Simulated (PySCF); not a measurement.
Compound: 4-(methylthio)phenol, C₇H₈OS.
Z-matrix (Å and degrees, PBE0-D3(BJ)/def2-SVP geometry), rows numbered from 1:
```
C 
S   1  1.7964
C   2  1.7656  1  102.92
C   3  1.3966  2  124.95  1     1.58
C   4  1.3955  3  120.62  2   179.89
C   5  1.3946  4  120.67  3    -0.07
O   6  1.3513  5  123.10  4  -179.99
C   6  1.4001  5  118.94  4     0.04
C   8  1.3860  6  120.31  5     0.03
H   1  1.0987  2  105.71  3   179.04
H   1  1.1004  2  111.82  3    61.01
H   1  1.1004  2  111.96  3   -62.89
H   4  1.0906  3  120.88  2    -0.08
H   5  1.0947  4  119.45  3   179.96
H   7  0.9627  6  109.16  5     0.05
H   8  1.0917  6  118.73  5   179.96
H   9  1.0933  3  119.51  2     0.20
```

Theory: PBE0-D3(BJ)/def2-SVP geometry optimisation, gas phase (PySCF).

Take the most abundant isotopes and a rigid rotor. The values belong to one conformer with, in the numbering `[CH3:1][S:2][c:3]1[cH:4][cH:5][c:6]([OH:7])[cH:8][cH:9]1`, C1–S2–C3–C4 2°, C5–C6–O7–H 0°.

(1) Give the principal moments of inertia and the rotational constants in MHz.

(2) What kind of rotor is it?

(3) Is it planar, by Δ = Ic − Ia − Ib?

(4) Give the other two planar moments, Paa and Pbb, and the rms extents of the mass along the axes.

(5) Where do the levels up to J = 2 lie, in MHz?

(6) Which types of transition are allowed, and where do some lines up to J = 5 fall?

(7) Estimate the classical rotational partition function at 10 K, 50 K and 298.15 K.

## Answers

(1) Ia = 122.30, Ib = 663.14, Ic = 782.13 u·Å²; 505379 MHz·u·Å²/I gives A = 4132, B = 762.1, C = 646.2 MHz.

(2) A near-prolate asymmetric top: κ = (2 × 762.1 − 4132 − 646.2)/(4132 − 646.2) = -0.93.

(3) Not planar: Δ = Ic − Ia − Ib = -3.31 u·Å². For a rigid frame Δ = −2 Σ m c², so Σ m c² = 1.65 u·Å² lies off the ab plane: 1.64 from hydrogen and 0.01 from heavier atoms. The atom farthest from that plane is 0.93 Å away.

(4) Paa = Σ m a² = (Ib + Ic − Ia)/2 = 661.48 and Pbb = Σ m b² = (Ia + Ic − Ib)/2 = 120.64 u·Å². With the mass M = 140.03 u, the rms extents √(P/M) along a, b and c are 2.17, 0.93, 0.11 Å.

(5) Above 0(0,0):
J = 1: 1(0,1) 1408, 1(1,1) 4779, 1(1,0) 4895
J = 2: 2(0,2) 4222, 2(1,2) 7479, 2(1,1) 7827, 2(2,1) 17938, 2(2,0) 17941
The levels of one J sum to (2J + 1)J(J + 1)(A + B + C)/3.

(6) The dipole components are |μa| = 0.05 D, |μb| = 2.63 D, |μc| = 0.00 D; the mirror of this Cs structure is the ab plane, so μc vanishes by symmetry (the 0.02 D computed is a residue) and there are no c-type lines. Intensities carry the squares of the components, which stand as 0.00 : 1.00 (a : b). Some lines, for components of 0.1 D or more:

```
type  branch         J(Ka,Kc)    MHz  lower level (cm⁻¹)
   b       R  3(0,3) ← 2(1,2)    956               0.249
   b       R  4(0,4) ← 3(1,3)   2510               0.385
   b       Q  3(1,2) ← 3(0,3)   3789               0.281
   b       Q  4(1,3) ← 4(0,4)   4044               0.468
   b       R  1(1,1) ← 0(0,0)   4779               0.000
   b       R  3(1,3) ← 2(0,2)   7306               0.141
   b       Q  4(2,2) ← 4(1,3)   9755               0.603
   b       Q  3(2,1) ← 3(1,2)   9954               0.408
   b       Q  2(2,0) ← 2(1,1)  10114               0.261
   b       Q  2(2,1) ← 2(1,2)  10459               0.249
   b       R  2(2,1) ← 1(1,0)  13043               0.163
   b       R  2(2,0) ← 1(1,1)  13162               0.159
   b       R  4(2,2) ← 3(1,3)  16309               0.385
   b       Q  5(3,2) ← 5(2,3)  17067               1.165
   b       Q  4(3,1) ← 4(2,2)  17108               0.929
   b       Q  3(3,0) ← 3(2,1)  17129               0.740
   b       Q  3(3,1) ← 3(2,2)  17143               0.739
   b       R  3(3,1) ← 2(2,0)  21365               0.598
   b       R  4(3,1) ← 3(2,2)  22782               0.739
   b       Q  5(4,1) ← 5(3,2)  23988               1.734
   b       Q  5(4,2) ← 5(3,3)  23990               1.734
   b       R  5(3,3) ← 4(2,2)  24158               0.929
   b       R  5(3,2) ← 4(2,3)  24204               0.927
   b       Q  5(5,0) ← 5(4,1)  30849               2.535
   b       Q  5(5,1) ← 5(4,2)  30849               2.535
   b       R  5(4,2) ← 4(3,1)  31040               1.499
   b       R  5(4,1) ← 4(3,2)  31041               1.499
   b       R  5(5,1) ← 4(4,0)  37896               2.300
```

(7) Point group Cs, symmetry number σ = 1; q = (√π/σ)·√((kT/h)³/(ABC)), k/h = 20836.6 MHz/K: 3740 at 10 K, 41800 at 50 K, 608000 at 298.15 K.

Not checked by PBE0-D3(BJ)/def2-SVP frequencies. No vibrational averaging or centrifugal distortion is included, and the geometry carries the error of its method. A rigid rotor knows nothing of internal rotation, which can split or shift real lines.
